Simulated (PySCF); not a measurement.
From one molecule to another.

First species: H8N2Si2.
SMILES: `[SiH2](N)[SiH2]N`

Second species: C5H8.
Atom-mapped SMILES: `[CH3:1][C:2]1=[CH:3][C@@H:4]1[CH3:5]` (hydrogens: H6, H7, H8 on C1; H9 on C3; H10 on C4; H11, H12, H13 on C5)

Cartesian coordinates in Å at the GFN2-xTB level; atoms count from 1:
```
atom  x, y, z in Å
C1     1.9554   -0.3929   -0.0744
C2     0.7056    0.3728   -0.0922
C3     0.0031    1.4376    0.1661
C4    -0.7387    0.3118   -0.4981
C5    -1.7297   -0.5302    0.2786
H6     2.7568    0.1804    0.3891
H7     2.2450   -0.6540   -1.0930
H8     1.8130   -1.3214    0.4795
H9    -0.0809    2.4206    0.5587
H10   -0.9922    0.4039   -1.5539
H11   -2.7264   -0.0932    0.2308
H12   -1.7829   -1.5378   -0.1325
H13   -1.4326   -0.5973    1.3234
```

Levels: B3LYP/def2-SVPD for dipole moment, HOMO energy, LUMO energy, HOMO–LUMO gap, static isotropic polarisability and electronic spatial extent ⟨r²⟩ about the centre of nuclear charge; TDDFT B3LYP/def2-SVPD for lowest singlet excitation; TDA B3LYP/def2-SVPD for lowest triplet excitation (Tamm–Dancoff); GFN2-xTB for rotational constant A and rotational constant C. Geometries: GFN2-xTB. All species are isolated and taken at one optimised geometry, non-relativistic unless stated; the electronic structure was computed with PySCF and density fitting.

The conformers computed, where there is a choice (atom-mapped SMILES and torsion angles):
- `[NH2:1][SiH2:2][SiH2:3][NH2:4]`: N1–Si2–Si3–N4 3°, H–N1–Si2–Si3 -178°, H–N1–Si2–Si3 45°, H–N4–Si3–Si2 45°, H–N4–Si3–Si2 -178°

Values for the first species:

| Item | Value |
| --- | --- |
| Dipole moment | 1.23 D |
| HOMO energy | -7.01 eV |
| LUMO energy | -0.67 eV |
| HOMO–LUMO gap | 6.34 eV |
| Lowest singlet excitation | 5.30 eV |
| Lowest triplet excitation (Tamm–Dancoff) | 5.04 eV |
| Static isotropic polarisability | 73.2 au |
| Electronic spatial extent ⟨r²⟩ about the centre of nuclear charge | 637 bohr² |
| Rotational constant A | 6.990 GHz |
| Rotational constant C | 2.038 GHz |

(1) Estimate the same properties for the second species, and the change in each.

Answers

(1) 
```
                                                         property      first     second  second less first
                                                    dipole moment     1.23 D     0.81 D            -0.42 D
                                                      HOMO energy   -7.01 eV   -6.61 eV           +0.40 eV
                                                      LUMO energy   -0.67 eV    0.17 eV           +0.84 eV
                                                    HOMO–LUMO gap    6.34 eV    6.78 eV           +0.44 eV
                                        lowest singlet excitation    5.30 eV    6.20 eV           +0.90 eV
                         lowest triplet excitation (Tamm–Dancoff)    5.04 eV    4.20 eV           -0.84 eV
                                  static isotropic polarisability    73.2 au    59.5 au           -13.7 au
electronic spatial extent ⟨r²⟩ about the centre of nuclear charge  637 bohr²  469 bohr²         -168 bohr²
                                            rotational constant A  6.990 GHz  9.798 GHz         +2.808 GHz
                                            rotational constant C  2.038 GHz  3.051 GHz         +1.013 GHz
```

On the first: The vertical singlet–triplet gap S1 − T1 is 0.26 eV (TDDFT singlet less Tamm–Dancoff triplet; S1: HOMO→LUMO, weight 0.98; T1: HOMO→LUMO, weight 0.95). S1 lies 1.04 eV below the HOMO–LUMO gap; its leading configuration is HOMO→LUMO, weight 0.98.

On the second: No computed singlet falls in the visible range (750 to 380 nm, 1.65 to 3.26 eV); S1 lies 2.94 eV above its blue end. The principal polarisabilities are 49.3, 60.4 and 68.9 au; their mean is the isotropic value.
